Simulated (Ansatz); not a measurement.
`C[B](C)[InH2]` + HCl → `C[B](Cl)[InH2]` + CH₄ at 600 K and 1 bar (ligand exchange at a B–C bond).

Gas-phase electronic energies from Ansatz, PBE0-D4/def2-TZVP geometries. CCSD(T)/CBS adds triple-zeta CCSD(T) − MP2 to the extrapolated MP2 energy (def2 sets, frozen cores). This one scheme is used for every species. Elements past krypton have def2 core potentials. For In outer-core shells are correlated without core-valence functions, which leaves a few kJ/mol of doubt a bond.

| species | CCSD(T)/CBS energy (Eh) | H − E (kJ/mol) | S (J/(mol·K)) |
| --- | --- | --- | --- |
| `C[B](C)[InH2]` | -295.49461 | 298.6 | 466.3 |
| HCl | -460.38127 | 35.4 | 207.2 |
| `C[B](Cl)[InH2]` | -715.45322 | 198.5 | 455.3 |
| CH₄ | -40.46206 | 140.4 | 215.7 |

H − E and S are ideal-gas, rigid-rotor, harmonic terms from PBE0-D4/def2-TZVP, for one conformer and one mirror image of each species. 1 Eh = 2625.50 kJ/mol, R = 8.31446 J/(mol·K).

By hand: ΔE, ΔH, ΔS and ΔG.

ΔE = (-715.45322) + (-40.46206) − (-295.49461) − (-460.38127) = -0.03940 Eh = -103.4 kJ/mol. Δ(H − E) = 198.5 + 140.4 − 298.6 − 35.4 = 4.9, so ΔH = -98.5 kJ/mol. ΔS = 455.3 + 215.7 − 466.3 − 207.2 = -2.5 J/(mol·K). ΔG = -98.5 − 600 × (-2.5)/1000 = -97.0 kJ/mol.

By hand: the equilibrium constant, and the temperature at which ΔG would vanish if ΔH and ΔS stayed fixed.

log₁₀ K = −ΔG/(RT ln 10) = 8.4. ΔG = 0 at ΔH/ΔS = 39400 K, far beyond where these terms or the molecules hold.

The number of gas molecules stays the same, so ΔS is small and ΔH decides. A doubt of 5 kJ/mol in ΔE shifts log₁₀ K by 0.4 here. Other conformers and mirror images would add mixing entropy, several J/(mol·K) or more a flexible species. These are equilibria of isolated gas molecules and say nothing of rates. Largest T1 diagnostic: 0.014 (customary marks: 0.02 for closed shells, 0.045 for open ones).
